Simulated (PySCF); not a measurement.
Gallium: a sound run and one with changed settings

Sound run: Ga²⁺ [Ar] 3d10 4s1, Ga³⁺ [Ar] 3d10. All numbers are calculated (PySCF 2.14, no relativity, point nucleus, in def2-SVP (5s4p3d, 32 functions)). The sound run starts from symmetry-adapted Hartree-Fock orbitals and uses a fine grid where one is needed.

A second run was set up differently.

| species | method | sound run (hartree) | changed run (hartree) | converged |
| --- | --- | --- | --- | --- |
| Ga²⁺ | UHF | -1922.09180 | -1922.09180 | yes |
| Ga²⁺ | TPSS | -1923.58719 | -1923.49073 | yes |
| Ga²⁺ | M06-L | -1923.54038 | -1923.43875 | yes |
| Ga³⁺ | UHF | -1921.02213 | -1921.02213 | yes |
| Ga³⁺ | TPSS | -1922.46583 | -1922.37538 | yes |
| Ga³⁺ | M06-L | -1922.43677 | -1922.33233 | yes |

Ionisation energy of Ga²⁺:

```
method  sound run (eV)  changed run (eV)
   UHF          29.107            29.107
  TPSS          30.514            30.350
 M06-L          30.031            30.107
```

What was changed?
A. basis contracted for another Hamiltonian
B. all electrons correlated in a valence basis
C. radial grid too coarse
D. level shift left on

C. It used radial step 0.5 in ln r (0.13 in the sound run). A coarse radial grid mis-integrates the density and the exchange-correlation energy, with errors of either sign; Hartree-Fock needs no grid.
